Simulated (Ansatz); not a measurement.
The same carbene extrusion along the group F, Cl, Br, I.

Isolated molecules relaxed with PBE0-D4/def2-TZVP in Ansatz; ΔE leaves out vibrations. CCSD(T)/CBS adds triple-zeta CCSD(T) − MP2 to the extrapolated MP2 energy (def2 sets, frozen cores). This one scheme is used for every species. Functionals use def2-TZVPP. Triplets are unrestricted, without spin–orbit coupling. def2 core potentials past Kr. For Br, I outer-core shells are correlated without core-valence functions, which leaves a few kJ/mol of doubt a bond. Scalar relativity is left out up to krypton.

```csv
reaction,B2PLYP (kcal/mol),CCSD(T)/CBS(def2) (kcal/mol)
`CCF` → fluoromethane + `[CH2]` (triplet),105.9,107.8
`CCCl` → `CCl` + `[CH2]` (triplet),103.9,106.3
`CCBr` → `CBr` + `[CH2]` (triplet),103.5,106.1
`CCI` → `CI` + `[CH2]` (triplet),102.7,105.3
```

Largest T1 diagnostic: 0.011, for `[CH2]` (triplet).
